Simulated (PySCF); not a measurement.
Run record: geometry optimisation, `[PH2][GeH2][Se][GeH3]`.

Computed with PBE0-D3(BJ)/def2-SVP geometry optimisation, gas phase (PySCF 2.14.0). Start geometry: GFN2-xTB. A driver script takes a list of jobs; this job's settings line and coordinates (Å) are shown.

Command:
```bash
OMP_NUM_THREADS=1 python probes_run.py task.json out
```

Input:
```
{"job": {"xc": "PBE0", "basis": "def2-SVP", "d3": "d3bj", "grid": 1, "kind": "geom"}, "charge": 0, "multiplicity": 1}
P      2.259538     1.030058    -0.620521
Ge     1.250655    -0.954299    -0.010050
Se    -0.518352    -0.858682     1.581642
Ge    -2.059937     0.145331     0.177413
H      1.037802     1.661707    -0.831577
H      2.322915     1.466207     0.697106
H      0.718042    -1.694816    -1.231018
H      2.245612    -1.918116     0.611280
H     -3.412488     0.004367     0.802000
H     -2.063432    -0.492667    -1.185261
H     -1.774931     1.613579    -0.016978
```

Output:
```
step   0  E = -6899.30958105  max force = 0.016497
step   1  E = -6899.31375729  max force = 0.004818
step   2  E = -6899.31437043  max force = 0.001351
step   3  E = -6899.31444222  max force = 0.000911
step   4  E = -6899.31439601  max force = 0.001411
step   5  E = -6899.31446019  max force = 0.000532
step   6  E = -6899.31446558  max force = 0.000222
optimisation converged
```

Energies in Eh; «max force» is the largest Cartesian gradient component in Eh/bohr.

Q: How much energy does the optimisation release, in eV?

A: E(step 0) − E(last step) = 0.004885 Eh, which is 0.133 eV.

Main results: final energy -6899.31447 Eh after 6 steps; dipole 0.99 D.

Q: Give the final coordinates.

A: 0.218 Å rms from the input after alignment:
```
atom  x, y, z in Å
P1     2.2339    1.0845   -0.5773
Ge2    1.4785   -1.0267    0.0322
Se3   -0.2337   -1.0482    1.6597
Ge4   -1.7759    0.2163    0.4050
H5     0.9268    1.5665   -0.8944
H6     2.1909    1.5851    0.7596
H7     0.9856   -1.7400   -1.2427
H8     2.6390   -1.8106    0.6697
H9    -3.1425    0.0020    1.0729
H10   -1.7911   -0.2871   -1.0505
H11   -1.4049    1.7102    0.4276
```

Time: 98 s. Hardware: one thread of an Arm Neoverse V2 (shared host).
Labels such as C1 count atoms from 1, the log's own numbers from 0.
